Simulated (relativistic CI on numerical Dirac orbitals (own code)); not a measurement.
## W³⁺: L2,3 absorption edge

Computed with this model: Dirac-Coulomb-Breit CI, separate exchange-only KLI orbitals for each configuration, model QED, valence Slater integrals scaled by 0.9, multiplet model of core-to-valence dipole absorption; configurations [Xe] 4f14 5d3 → [He] 2s2 2p5 3s2 3p6 3d10 4s2 4p6 4d10 4f14 5s2 5p6 5d4; 300 K; Lorentzian 5 eV and Gaussian 1 eV FWHM. Energies are those of the free ion, without screening or charge transfer. The branching ratio is the share of the lower-energy edge in the whole absorption, uncertain by about 0.02 where the edges overlap. S is read from ⟨S²⟩ = S(S + 1).

Field parameters in Wybourne normalisation: D3d B²₀ = −7Dσ, B⁴₀ = −14Dq − 21Dτ, B⁴₃ = −14√(10/7) Dq. The field is a parameter set, without covalency.

Case D3d, 10Dq = 29600, Dσ = -1200, Dτ = -270 cm⁻¹, the dichroism is that of the ground state at zero temperature, magnetised by exchange field 10 meV on Sz. The dichroism I(Δm = −1) − I(Δm = +1), over the sum of the three polarisations, integrates to -0.0094 on the lower edge and 0.0130 on the upper edge. The branching ratio is 0.741.

Q: Use the orbital sum rule with 7 holes to get ⟨Lz⟩.

A: For a p → d edge ⟨Lz⟩ = 2 × n_h × (sum of both integrals) in this sign convention = 0.05; the ground state itself has ⟨Lz⟩ = 0.09 and ⟨Sz⟩ = -0.48. The rule assumes one radial integral for both edges, which relativistic orbitals only approach.
